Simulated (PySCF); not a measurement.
PySCF input for C₆H₁₄O₃, SMILES COCCOCCOC, TDDFT-M06-2X/def2-SVP. Geometry: PBE-D3(BJ)/def2-SVP. The values are those of a single conformer.

```python
import numpy as np
from pyscf import gto, scf, dft, tdscf

mol = gto.M(
    atom='''
    C    -4.33460732    0.11234077   -0.35222088
    O    -3.33695360    0.90481444    0.25039478
    C    -2.03491783    0.68184727   -0.25351376
    C    -1.36389693   -0.55341228    0.37249925
    O    -0.07878238   -0.81133677   -0.15731346
    C     0.94806117    0.01608323    0.35121806
    C     2.27132403   -0.50759128   -0.18650536
    O     3.29777348    0.33114399    0.28762947
    C     4.57370482   -0.06238317   -0.15037131
    H    -5.30636699    0.41311564    0.08619886
    H    -4.20141945   -0.98171142   -0.17392529
    H    -4.38138993    0.27101809   -1.45776294
    H    -2.03483567    0.56845430   -1.36582725
    H    -1.44771583    1.59322683   -0.01424034
    H    -1.97139347   -1.45807259    0.16042934
    H    -1.33105188   -0.42642737    1.48214156
    H     0.96499818   -0.00105352    1.46889267
    H     0.83483758    1.08363362    0.04438415
    H     2.23381711   -0.52305637   -1.30527184
    H     2.41535146   -1.56700324    0.14466340
    H     4.65997643   -0.04975117   -1.26534087
    H     5.31044617    0.65119368    0.26767894
    H     4.84043874   -1.09184704    0.19565744
    ''',
    basis='def2-SVP',
    charge=0,
    spin=0,
    max_memory=1600,
    verbose=4,
)
mf = dft.RKS(mol, xc='m06-2x').density_fit(auxbasis='def2-universal-jkfit')
mf.grids.level = 4
mf.conv_tol = 1e-9
mf.max_cycle = 100
mf.kernel()
mf.grids = dft.Grids(mol).set(level=2).build(with_non0tab=True)  # coarser grid for the response kernel
td = tdscf.TDDFT(mf)
td.singlet = True
td.nstates = 10
td.conv_tol = 1e-4
td.positive_eig_threshold = 1e-6
td.kernel(x0=td.get_init_guess(mf, 15))
td.analyze()
tt = tdscf.TDA(mf)
tt.singlet = False
tt.nstates = 4
tt.conv_tol = 1e-4
tt.positive_eig_threshold = 1e-6
tt.kernel(x0=tt.get_init_guess(mf, 9))
tt.analyze(verbose=3)
```

Program output:

```
PySCF version 2.14.0

[INPUT] verbose = 4
[INPUT] num. atoms = 23
[INPUT] num. electrons = 74
[INPUT] charge = 0
[INPUT] spin (= nelec alpha-beta = 2S) = 0
[INPUT] symmetry False subgroup None
[INPUT] Mole.unit = angstrom
[INPUT] Symbol           X                Y                Z      unit          X                Y                Z       unit  Magmom
[INPUT]  1 C     -4.334607320000   0.112340770000  -0.352220880000 AA   -8.191220692335   0.212293287923  -0.665600998553 Bohr   0.0
[INPUT]  2 O     -3.336953600000   0.904814440000   0.250394780000 AA   -6.305928394381   1.709851485152   0.473177557221 Bohr   0.0
[INPUT]  3 C     -2.034917830000   0.681847270000  -0.253513760000 AA   -3.845437384694   1.288504599082  -0.479071575209 Bohr   0.0
[INPUT]  4 C     -1.363896930000  -0.553412280000   0.372499250000 AA   -2.577391659835  -1.045797643171   0.703921564106 Bohr   0.0
[INPUT]  5 O     -0.078782380000  -0.811336770000  -0.157313460000 AA   -0.148877121641  -1.533204290089  -0.297279355108 Bohr   0.0
[INPUT]  6 C      0.948061170000   0.016083230000   0.351218060000 AA    1.791575960635   0.030392899898   0.663705943401 Bohr   0.0
[INPUT]  7 C      2.271324030000  -0.507591280000  -0.186505360000 AA    4.292180356843  -0.959208502417  -0.352444051163 Bohr   0.0
[INPUT]  8 O      3.297773480000   0.331143990000   0.287629470000 AA    6.231888698054   0.625771448896   0.543540923654 Bohr   0.0
[INPUT]  9 C      4.573704820000  -0.062383170000  -0.150371310000 AA    8.643049484403  -0.117887106082  -0.284160592892 Bohr   0.0
[INPUT] 10 H     -5.306366990000   0.413115640000   0.086198860000 AA  -10.027580327533   0.780675417374   0.162892237650 Bohr   0.0
[INPUT] 11 H     -4.201419450000  -0.981711420000  -0.173925290000 AA   -7.939532094921  -1.855165717158  -0.328671164236 Bohr   0.0
[INPUT] 12 H     -4.381389930000   0.271018090000  -1.457762940000 AA   -8.279627012627   0.512149964903  -2.754772711141 Bohr   0.0
[INPUT] 13 H     -2.034835670000   0.568454300000  -1.365827250000 AA   -3.845282124796   1.074222941331  -2.581039435968 Bohr   0.0
[INPUT] 14 H     -1.447715830000   1.593226830000  -0.014240340000 AA   -2.735786424897   3.010762363009  -0.026910342521 Bohr   0.0
[INPUT] 15 H     -1.971393470000  -1.458072590000   0.160429340000 AA   -3.725393742056  -2.755357864835   0.303167514945 Bohr   0.0
[INPUT] 16 H     -1.331051880000  -0.426427370000   1.482141560000 AA   -2.515323510787  -0.805830941319   2.800841626236 Bohr   0.0
[INPUT] 17 H      0.964998180000  -0.001053520000   1.468892670000 AA    1.823582270904  -0.001990864267   2.775804852681 Bohr   0.0
[INPUT] 18 H      0.834837580000   1.083633620000   0.044384150000 AA    1.577614384695   2.047770761171   0.083873887772 Bohr   0.0
[INPUT] 19 H      2.233817110000  -0.523056370000  -1.305271840000 AA    4.221302550267  -0.988433287009  -2.466606295707 Bohr   0.0
[INPUT] 20 H      2.415351460000  -1.567003240000   0.144663400000 AA    4.564352753968  -2.961206959906   0.273374206248 Bohr   0.0
[INPUT] 21 H      4.659976430000  -0.049751170000  -1.265340870000 AA    8.806079199628  -0.094016085677  -2.391147698519 Bohr   0.0
[INPUT] 22 H      5.310446170000   0.651193680000   0.267678940000 AA   10.035288860545   1.230577709248   0.505839885914 Bohr   0.0
[INPUT] 23 H      4.840438740000  -1.091847040000   0.195657440000 AA    9.147103541335  -2.063291875517   0.369738975834 Bohr   0.0

nuclear repulsion = 469.126622085817
number of shells = 96
number of NR pGTOs = 314
number of NR cGTOs = 196
basis = def2-SVP
ecp = {}


[settings echo left out]
init E= -463.138330904756
  HOMO = -0.308923200265813  LUMO = 0.0226271143204104  gap/eV = 9.02194
cycle= 1 E= -461.99236491219  delta_E= 1.15  |g|= 0.79  |ddm|= 4.51
  HOMO = -0.245924689910785  LUMO = 0.0874279068005293  gap/eV = 9.07099
cycle= 2 E= -461.975145531584  delta_E= 0.0172  |g|= 0.883  |ddm|= 1.34
  HOMO = -0.313042485556826  LUMO = 0.0962624828167483  gap/eV = 11.13776
cycle= 3 E= -462.115740138065  delta_E= -0.141  |g|= 0.0571  |ddm|= 0.744
  HOMO = -0.311448083544092  LUMO = 0.0973674875500792  gap/eV = 11.12444
cycle= 4 E= -462.116396336896  delta_E= -0.000656  |g|= 0.0117  |ddm|= 0.0466
  HOMO = -0.311973409146694  LUMO = 0.0974237381696594  gap/eV = 11.14026
cycle= 5 E= -462.116421302638  delta_E= -2.5e-05  |g|= 0.00654  |ddm|= 0.0176
  HOMO = -0.311952421533275  LUMO = 0.0974445309074637  gap/eV = 11.14026
cycle= 6 E= -462.116429470911  delta_E= -8.17e-06  |g|= 0.00117  |ddm|= 0.00628
  HOMO = -0.311921293411041  LUMO = 0.0974654521934738  gap/eV = 11.13998
cycle= 7 E= -462.116429755059  delta_E= -2.84e-07  |g|= 0.000391  |ddm|= 0.00158
  HOMO = -0.311937777475054  LUMO = 0.0974599526201101  gap/eV = 11.14028
cycle= 8 E= -462.116429792913  delta_E= -3.79e-08  |g|= 9.12e-05  |ddm|= 0.000548
  HOMO = -0.311941941148799  LUMO = 0.097459048216202  gap/eV = 11.14037
cycle= 9 E= -462.11642979511  delta_E= -2.2e-09  |g|= 2.83e-05  |ddm|= 0.000133
  HOMO = -0.31194183079311  LUMO = 0.0974599416681261  gap/eV = 11.14039
cycle= 10 E= -462.11642979527  delta_E= -1.59e-10  |g|= 1.29e-05  |ddm|= 3.9e-05
  HOMO = -0.311941585664002  LUMO = 0.0974596582473847  gap/eV = 11.14038
Extra cycle  E= -462.116429795264  delta_E= 5.12e-12  |g|= 1.49e-05  |ddm|= 2.36e-05
converged SCF energy = -462.116429795264
tot grids = 176080
Overwritten attributes  positive_eig_threshold  of <class 'pyscf.tdscf.rks.TDDFT'>


******** <class 'pyscf.tdscf.rks.TDDFT'> for <class 'pyscf.df.df_jk.DFRKS'> ********
nstates = 10 singlet
deg_eia_thresh = 1.000e-03
wfnsym = None
conv_tol = 0.0001
eigh lindep = 1e-12
eigh level_shift = 0
eigh max_cycle = 100


Excitation energies (eV)
[8.05685886 8.23782096 8.34872356 8.836327   9.01622239 9.15112998
 9.248984   9.39156475 9.49071119 9.60605397]

** Singlet excitation energies and oscillator strengths **
Excited State   1:      8.05686 eV    153.89 nm  f=0.0252
      35 -> 38        0.12626
      37 -> 38       -0.14289
      37 -> 39       -0.11151
      37 -> 40        0.54562
      37 -> 41       -0.19084
      37 -> 42       -0.24385
Excited State   2:      8.23782 eV    150.51 nm  f=0.0021
      35 -> 40       -0.18611
      37 -> 38       -0.63385
      37 -> 40       -0.15377
Excited State   3:      8.34872 eV    148.51 nm  f=0.0635
      36 -> 39       -0.64704
      36 -> 43        0.12407
      36 -> 49        0.10395
Excited State   4:      8.83633 eV    140.31 nm  f=0.0284
      35 -> 38        0.14874
      35 -> 40        0.10112
      37 -> 40        0.29649
      37 -> 41        0.49528
      37 -> 42        0.29096
Excited State   5:      9.01622 eV    137.51 nm  f=0.0001
      35 -> 39       -0.20065
      35 -> 40        0.25383
      35 -> 41       -0.19045
      35 -> 42       -0.20623
      35 -> 43        0.11719
      37 -> 38       -0.16745
      37 -> 39       -0.29676
      37 -> 43        0.16575
      37 -> 44       -0.20258
      37 -> 46        0.11724
      37 -> 54        0.12549
Excited State   6:      9.15113 eV    135.49 nm  f=0.0301
      36 -> 38       -0.20559
      36 -> 39       -0.18014
      36 -> 40       -0.48891
      36 -> 42        0.15503
      36 -> 44        0.20382
      36 -> 46       -0.14334
      36 -> 49       -0.17419
      36 -> 50       -0.14525
Excited State   7:      9.24898 eV    134.05 nm  f=0.0105
      35 -> 39        0.13214
      35 -> 40        0.34955
      37 -> 39        0.40619
      37 -> 41       -0.25186
      37 -> 43       -0.18005
Excited State   8:      9.39156 eV    132.02 nm  f=0.0812
      35 -> 38        0.10645
      35 -> 40       -0.16453
      37 -> 39       -0.11716
      37 -> 40        0.10876
      37 -> 41       -0.33995
      37 -> 42        0.44949
      37 -> 44        0.22509
      37 -> 45       -0.12329
      37 -> 46        0.10688
Excited State   9:      9.49071 eV    130.64 nm  f=0.0316
      34 -> 40        0.14502
      35 -> 38       -0.58449
      37 -> 40        0.14082
      37 -> 45        0.19056
Excited State  10:      9.60605 eV    129.07 nm  f=0.0232
      36 -> 38        0.21955
      36 -> 39       -0.15096
      36 -> 40        0.19980
      36 -> 41        0.12984
      36 -> 43       -0.53046
      36 -> 46       -0.10175
      36 -> 48       -0.10121

** Transition electric dipole moments (AU) **
state          X           Y           Z        Dip. S.      Osc.
  1         0.0891     -0.1746      0.2983      0.1274      0.0252
  2         0.0342     -0.0821      0.0483      0.0102      0.0021
  3        -0.0580      0.3153     -0.4559      0.3107      0.0635
  4         0.1696     -0.1488      0.2835      0.1313      0.0284
  5        -0.0110     -0.0167      0.0028      0.0004      0.0001
  6        -0.0506      0.2276     -0.2828      0.1344      0.0301
  7        -0.0600     -0.0463      0.2011      0.0462      0.0105
  8         0.1056     -0.0483      0.5824      0.3527      0.0812
  9         0.1813      0.1763     -0.2680      0.1358      0.0316
 10        -0.0663      0.1897     -0.2416      0.0987      0.0232

** Transition velocity dipole moments (imaginary part, AU) **
state          X           Y           Z        Dip. S.      Osc.
  1         0.0177     -0.0272      0.0683      0.0057      0.0129
  2         0.0131     -0.0250      0.0141      0.0010      0.0022
  3        -0.0152      0.0839     -0.1228      0.0224      0.0486
  4         0.0691     -0.0567      0.1124      0.0206      0.0424
  5        -0.0029     -0.0077     -0.0010      0.0001      0.0001
  6        -0.0208      0.0968     -0.1240      0.0252      0.0499
  7        -0.0173     -0.0288      0.0801      0.0075      0.0148
  8         0.0429     -0.0204      0.2152      0.0486      0.0938
  9         0.0599      0.0764     -0.1006      0.0195      0.0373
 10        -0.0260      0.0816     -0.1072      0.0188      0.0356

** Transition magnetic dipole moments (imaginary part, AU) **
state          X           Y           Z
  1        -0.0207     -0.3201     -0.2021
  2         0.6383     -0.2355     -0.9920
  3        -0.6273     -1.0068     -0.7145
  4        -0.2176     -0.4511     -0.3253
  5        -0.0437      0.1739     -0.5834
  6        -0.5550     -0.9486     -0.6569
  7        -0.6700      0.1866     -0.1737
  8         0.2251     -1.1512     -0.4003
  9         0.0220      0.4357      0.2374
 10         0.4253     -0.9726     -0.9185
Overwritten attributes  positive_eig_threshold  of <class 'pyscf.tdscf.rks.TDA'>


******** <class 'pyscf.tdscf.rks.TDA'> for <class 'pyscf.df.df_jk.DFRKS'> ********
nstates = 4 triplet
deg_eia_thresh = 1.000e-03
wfnsym = None
conv_tol = 0.0001
eigh lindep = 1e-12
eigh level_shift = 0
eigh max_cycle = 100


Excitation energies (eV)
[7.60157365 7.94781815 8.01069661 8.5029241 ]

** Triplet excitation energies and oscillator strengths **
Excited State   1:      7.60157 eV    163.10 nm  f=0.0000
Excited State   2:      7.94782 eV    156.00 nm  f=0.0000
Excited State   3:      8.01070 eV    154.77 nm  f=0.0000
Excited State   4:      8.50292 eV    145.81 nm  f=0.0000
```

The calculation finished and met its thresholds.

Cost: about 50 core-minutes (a rough figure).
